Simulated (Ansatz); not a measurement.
ZrFCl3 (ZrCl3F). Total charge 0; triplet. Geometry PBE0-D4/def2-SVP, that of the neutral singlet; atoms count from 1.

```xyz
5

Zr    0.0805    0.0228    0.0098
F     1.8775    0.5320    0.2282
Cl   -1.2520    1.2733    1.4513
Cl   -0.1409   -2.2411    0.5027
Cl   -0.5652    0.4130   -2.1920
```

In the def2 sets Zr takes a core potential; there is no spin–orbit coupling. At PBE0-D4/def2-TZVP a singlet of charge 0 lies 5.53 eV below the triplet at the same geometry.

Problem. Estimate the Mulliken populations from the PBE0/def2-TZVP orbitals of Ansatz.

Solution. 
```json
{"atom": "Zr1", "charge (e)": "1.17", "spin (α − β)": "0.85", "d electrons": "2.29"}
{"atom": "F2", "charge (e)": "-0.45", "spin (α − β)": "0.00", "d electrons": "–"}
{"atom": "Cl3", "charge (e)": "-0.27", "spin (α − β)": "0.33", "d electrons": "–"}
{"atom": "Cl4", "charge (e)": "-0.17", "spin (α − β)": "0.50", "d electrons": "–"}
{"atom": "Cl5", "charge (e)": "-0.27", "spin (α − β)": "0.33", "d electrons": "–"}
```
Mulliken values and Mayer orders depend strongly on the basis.

Problem. Where does the spin sit?

Solution. Summed by element: Zr 0.85, F 0.00, Cl 1.15, of 2 unpaired in all. Largest on single atoms: Zr1 0.85, Cl4 0.50, Cl5 0.33.

Problem. And the Mayer bond orders between bonded heavy atoms (over 0.3)?

Solution. Zr1–F2 0.92 (1.88 Å); Zr1–Cl3 0.83 (2.33 Å); Zr1–Cl4 0.74 (2.33 Å); Zr1–Cl5 0.83 (2.33 Å).
